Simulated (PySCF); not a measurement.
H₃NSe. Atoms are numbered in the order given.

```xyz
5

Se     0.0431     0.3880     0.0000
H     -1.4201     0.6308     0.0000
N      0.0935    -1.4523     0.0000
H     -0.3495    -1.8282    -0.8271
H     -0.3495    -1.8282     0.8271
```

Geometry: PBE0-D3(BJ)/def2-TZVP.

Level of theory: r2SCAN/def2-TZVPD run with PySCF.

Gas-phase values at a fixed geometry.

Question: Estimate the frontier levels, gap, dipole moment and polarisability. (Estimate from the structure and the level; the computed values follow.)

Answer: 
```json
{
  "highest_occupied_level": "-5.85 eV",
  "lowest_empty_level": "-1.18 eV",
  "orbital_gap": "4.67 eV",
  "dipole_moment": "0.391 e·Å",
  "quadrupole, principal values (traceless, Buckingham form, about the centre of nuclear charge)": "-2.60, -1.84, 4.43 D·Å",
  "mean_static_polarisability": "40.1 bohr³ (5.94 Å³)",
  "polarisability_principal_values": "37.2, 37.5, 45.6 bohr³"
}
```
